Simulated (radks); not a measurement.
Results of a calculation; reference values are marked as such.
Q: These are the eigenvalues of the occupied orbitals of an atom or ion with whole-number occupations (eV). Code: a radial shooting solver on a logarithmic mesh with Libxc functionals. Model: Dirac Kohn-Sham, LDA (Slater exchange, Perdew-Wang correlation), spin-unpolarised, spherical densities, point nucleus.

| orbital | eigenvalue |
|---|---|
| 1s1/2 | -24147.52 |
| 2s1/2 | -3547.450 |
| 2p1/2 | -3294.343 |
| 2p3/2 | -3135.191 |
| 3s1/2 | -659.9994 |
| 3p1/2 | -560.0008 |
| 3p3/2 | -532.2517 |
| 3d3/2 | -354.5012 |
| 3d5/2 | -348.9619 |
| 4s1/2 | -110.4929 |
| 4p1/2 | -79.3484 |
| 4p3/2 | -74.7709 |
| 4d3/2 | -27.8941 |
| 4d5/2 | -27.3625 |

Which element is it, and in what charge state? The configuration may be excited. Open shells, if any, are shared by 2j + 1.

A: Z = 46, palladium, charge +2: Pd2+ in [Kr] 4d8. The list shows which subshells hold electrons but not how many an open one holds; the 1s level, -887.41 hartree, gives Z - s = 42.1 by -(Z - s)^2/2, which with screening and relativity narrows Z to a few neighbours, and the depths of the outer levels then fix element, charge and occupations together.
